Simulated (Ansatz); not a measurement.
Name a neutral molecule of Br, C, N, Si and H with HOMO energy (PBE0/def2-TZVPP) between -7.70 and -7.40 eV and HOMO–LUMO gap (B3LYP/def2-TZVPP) between 5.70 and 6.00 eV (Ansatz, PBE0-D4/def2-TZVP geometry).

`N=C[SiH2]CBr` (-7.52 eV, 5.94 eV). Other molecules can fit too; these were computed, each in one conformer that needn't be the lowest.

B3LYP here is the variant with VWN-RPA as its local correlation; programs differ in this.
